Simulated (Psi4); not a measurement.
Torsional profile of SMILES [SiH2](F)[SiH2]F (H4F2Si2). Scanned: dihedral F1–Si2–Si3–F4; all other coordinates were relaxed at GFN2-xTB. GFN2-xTB can order the conformers of Si and Ge chains otherwise than DFT does. Points at φ and −φ are mirror images.

Geometry of the scan point at -140° (Å):
```
8

F     -1.8611     0.6377    -1.0502
Si    -1.1183    -0.0219     0.2245
Si     1.1321    -0.0116    -0.2393
F      1.7263    -1.4152     0.2977
H     -1.5390     0.8332     1.3327
H     -1.7738    -1.3217     0.3428
H      1.5281    -0.0103    -1.6452
H      1.9223     0.9818     0.4851
```

Calculation: DF-MP2 (frozen core)/cc-pVTZ // GFN2-xTB (Psi4 1.11).

Scanned values (°): -160, -140, -120, -100, -80, -60, -40, -20, 0, 20, 40, 60, 80, 100, 120, 140, 160, 180.

### Question
Describe the profile: where are the wells and the tops?

### Answer
Lower than their neighbours: -60° (0.00 kJ/mol), 60° (0.00 kJ/mol), 180° (0.96 kJ/mol). Higher than their neighbours: -120° (3.34 kJ/mol), 0° (5.54 kJ/mol), 120° (3.34 kJ/mol). The whole profile spans 5.54 kJ/mol.
